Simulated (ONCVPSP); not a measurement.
## Al, ONCV: configuration errors across variants

```
Element                 : aluminium (Al)
Generator               : ONCVPSP 4.0.1
Type                    : optimised norm-conserving Vanderbilt (ONCV)
Functional              : Wu-Cohen
Relativity              : scalar-relativistic
Frozen core             : [He]
Valence charge          : 11
Reference configuration : 2s2 2p6 3s2 (charge +1)
Partial waves           : 2s+3s: rc 1.20 bohr, ncon 4, nbas 9, qcut 12.8 1/bohr, 2 projectors; 2p: rc 0.95 bohr, ncon 3, nbas 7, qcut 11.5 1/bohr, 2 projectors, debl 2.6 Ha
Local potential         : polynomial inside 0.70 bohr (lpopt 5, dvloc0 0 Ha)
Core correction         : none
```

In the p channel the program set the typed energies aside and used -2.867, 0.250 Ha.

All-electron excitation energies from the reference (eV): (1) 2s2 2p6 3s2 3p1 -5.738; (2) 2s2 2p6 3s1 19.193; (3) 2s2 2p6 3s0 47.330; (4) 2s2 2p6 3s2 3p0.5 -3.667.

Errors AE − PS in meV (a dash: test not solved or not reliable):

| change | (1) | (2) | (3) | (4) | bound ghosts | GHOST(+) flags above zero |
| --- | --- | --- | --- | --- | --- | --- |
| base | +0.4 | -1.2 | -5.8 | +0.2 | none | none |
| all radii scaled by about 0.77 (s 0.92, p 0.74 bohr); local potential polynomial inside 0.54 bohr (lpopt 5, dvloc0 0 Ha) | +0.4 | -0.6 | -3.1 | +0.2 | none | none |
| all radii scaled by about 0.85 (s 1.02, p 0.80 bohr); local potential polynomial inside 0.60 bohr (lpopt 5, dvloc0 0 Ha) | +0.3 | -0.8 | -4.0 | +0.1 | none | none |
| all radii scaled by about 0.97 (s 1.16, p 0.92 bohr); local potential polynomial inside 0.68 bohr (lpopt 5, dvloc0 0 Ha) | +0.3 | -1.1 | -5.4 | +0.1 | none | none |
| all radii scaled by about 1.08 (s 1.30, p 1.02 bohr); local potential polynomial inside 0.76 bohr (lpopt 5, dvloc0 0 Ha) | +0.4 | -1.4 | -6.7 | +0.2 | none | none |
| all radii scaled by about 1.15 (s 1.38, p 1.10 bohr); local potential polynomial inside 0.80 bohr (lpopt 5, dvloc0 0 Ha) | +0.4 | -1.5 | -7.4 | +0.2 | none | none |
| all radii scaled by about 1.20 (s 1.44, p 1.14 bohr); local potential polynomial inside 0.84 bohr (lpopt 5, dvloc0 0 Ha) | +0.4 | -1.5 | -6.8 | +0.2 | none | none |
| all radii scaled by about 1.25 (s 1.50, p 1.18 bohr); local potential polynomial inside 0.88 bohr (lpopt 5, dvloc0 0 Ha) | +0.4 | -1.6 | -8.3 | +0.2 | none | none |
| all radii scaled by about 1.31 (s 1.58, p 1.24 bohr); local potential polynomial inside 0.92 bohr (lpopt 5, dvloc0 0 Ha) | +0.4 | -1.8 | -10 | +0.2 | none | none |

Question: Give the same row for: all radii scaled by about 0.91 (s 1.10, p 0.86 bohr); local potential polynomial inside 0.64 bohr (lpopt 5, dvloc0 0 Ha).

Answer: +0.3, -1.0, -4.8, +0.1; bound ghosts: none; GHOST(+) flags above zero: none.
